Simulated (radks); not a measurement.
Values are calculated unless marked as measured or tabulated.
The oxygen anion O2-, [Ne], held by a Watson sphere: a shell of charge +2 at radius R that stands for the Madelung well of a crystal (potential energy -2/R inside, -2/r outside, in hartree with lengths in bohr). Code: a radial shooting solver on a logarithmic mesh with Libxc functionals. Model: scalar-relativistic Kohn-Sham, LDA (Slater exchange, VWN5 correlation), spin-polarised, spherical densities, finite nucleus; Fermi nuclear charge, rms radius of each element as measured or else 0.836 A^(1/3) + 0.57 fm. Response by self-consistent Sternheimer equations with the Hartree and adiabatic LDA kernel, the relativistic mass of each level held fixed and spin-orbit coupling left out. The sphere does not respond.

R (bohr)  e(1s) (eV)  e(2s) (eV)  e(2p) (eV)  <r> 2p (bohr)  sum of <r^2> (bohr^2)  X-ray form factor at sin(theta)/lambda = 0.2 1/angstrom  alpha (bohr^3)
1.7          -504.57     -23.383      -9.023          1.416                  19.61                                                    6.271           10.84
1.87         -504.64     -22.520      -8.360          1.459                  20.81                                                    6.163           12.86
2.55         -504.29     -19.855      -6.131          1.612                  25.58                                                    5.873           24.98
2.56         -504.28     -19.824      -6.104          1.615                  25.65                                                    5.870           25.22
2.9          -503.93     -18.892      -5.245          1.682                  28.06                                                    5.789           34.64
3.38         -503.44     -17.893      -4.269          1.772                  31.60                                                    5.720           53.39
3.42         -503.40     -17.823      -4.198          1.779                  31.91                                                    5.716           55.31
3.95         -502.93     -17.047      -3.395          1.871                  36.14                                                    5.681           87.60
